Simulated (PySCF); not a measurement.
Isomers of C6H7NO, one GFN2-xTB conformer each. Single-point energies are computed at wB97X-D/def2-SVPD (PySCF, gas phase, no added dispersion term), electronic only.

Task: Rank them by wB97X-D/def2-SVPD energy, lowest first (kJ/mol).
A. `[OH:1][CH2:2][c:3]1[cH:4][cH:5][cH:6][cH:7][n:8]1` with H–O1–C2–C3 0°, O1–C2–C3–C4 180°
B. `[CH2:1]=[CH:2][CH2:3][c:4]1[cH:5][cH:6][o:7][n:8]1` with C1–C2–C3–C4 121°, C2–C3–C4–C5 -73°

Result: A (0.0), B (208.6).

As drawn, the lower has an O–H bond, which the higher lacks; the higher has an N–O linkage and a C=C bond outside aromatic rings, which the lower lacks. GFN2-xTB itself gives, in the same order: 0.0, 147.1. Both levels put the same isomer lowest.

Task: Which frontier levels, dipoles and rotational constants go with these structures?

Result: 
| SMILES | HOMO (eV, wB97X-D/def2-SVPD) | LUMO (eV) | dipole (D) | A, B, C (MHz) |
| --- | --- | --- | --- | --- |
| OCc1ccccn1 | -9.19 | 0.69 | 3.98 | 5107, 1599, 1227 |
| C=CCc1ccon1 | -9.60 | 1.24 | 2.88 | 5947, 1244, 1122 |
